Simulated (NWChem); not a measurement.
Species: ZnH₂O₂; SMILES [OH][Zn][OH]

```xyz
5

Zn     0.0000     0.0000     0.0066
O      0.0484     1.7648    -0.0711
H     -0.6143     2.2049     0.4703
O     -0.0484    -1.7648    -0.0711
H      0.6143    -2.2049     0.4703
```
Atoms are numbered in this order, from 1.

All runs: NWChem. Pople sets run with spherical d functions. Structure relaxed at the PBE0/def2-SVP level. Level SCAN/6-31G*: energy and gradient on several grids; changes count from the extra-fine grid, which is no exact limit either.

```
grid     size of the energy change (μHa)  largest change of a gradient component (μHa/bohr)
-------  -------------------------------  -------------------------------------------------
xcoarse                            10000                                               2000
coarse                             10000                                                900
medium                              6000                                                200
fine                                 500                                                300
xfine                               < 10                                               < 30
```
